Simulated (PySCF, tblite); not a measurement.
Computed geometry: GFN2-xTB, gas phase. One conformer each, none proved a minimum here. Atom numbers follow the mapped SMILES.

**Question.** Rank these C–Si bonds from shortest to longest.
A. C2–Si3 in `[F:1][CH2:2][SiH2:3][SiH3:4]` with F1–C2–Si3–Si4 -55°
B. C4–Si5 in `[CH3:1][Si@H:2]([PH2:3])[CH2:4][SiH2:5][NH2:6]` with C1–Si2–P3–H 72° and 165°, C1–Si2–C4–Si5 -68°, Si2–C4–Si5–N6 175°, C4–Si5–N6–H -177° and 44°
C. Si4–C5 in `[CH3:1][SiH2:2][NH:3][SiH2:4][c:5]1[cH:6][cH:7][cH:8][o:9]1` with C1–Si2–N3–Si4 176°, Si2–N3–Si4–C5 176°, N3–Si4–C5–C6 -177°
D. Si3–C6 in `[CH:1]#[C:2][Si@@H:3]([SiH2:4][NH2:5])[C@@H:6]([CH3:7])[CH:8]=[O:9]` with C2–Si3–Si4–N5 60°, Si3–Si4–N5–H -174° and 46°, C2–Si3–C6–C7 178°, Si3–C6–C8–O9 -90°

**Answer.** C (1.873 Å), B (1.896 Å), A (1.923 Å), D (1.960 Å).

- 1.873 Å: drawn single, SiH2 silicon to substituted aromatic carbon
- 1.896 Å: drawn single, sp3 carbon bound to silicon to SiH2 silicon
- 1.923 Å: drawn single, sp3 C–F carbon to SiH2 silicon
- 1.960 Å: drawn single, SiH silicon to sp3 carbon bound to silicon

**Question.** Order these C–C–O angles, narrowest first.
A. C6–C8–O10 in `[CH3:1][S:2]/[C:3](=[CH:4]\[F:5])[C@@H:6]([CH3:7])[C:8]([CH3:9])=[O:10]` with C1–S2–C3–C4 -5°, S2–C3–C6–C7 122°, C3–C6–C8–C9 87°
B. C6–C8–O9 in `[CH:1]#[C:2][Si@@H:3]([SiH2:4][NH2:5])[C@@H:6]([CH3:7])[CH:8]=[O:9]` with C2–Si3–Si4–N5 60°, Si3–Si4–N5–H -174° and 46°, C2–Si3–C6–C7 178°, Si3–C6–C8–O9 -90°
C. C6–C5–O9 in `[CH3:1][SiH2:2][NH:3][SiH2:4][c:5]1[cH:6][cH:7][cH:8][o:9]1` with C1–Si2–N3–Si4 176°, Si2–N3–Si4–C5 176°, N3–Si4–C5–C6 -177°

**Answer.** C (108.9°), A (122.3°), B (125.8°).
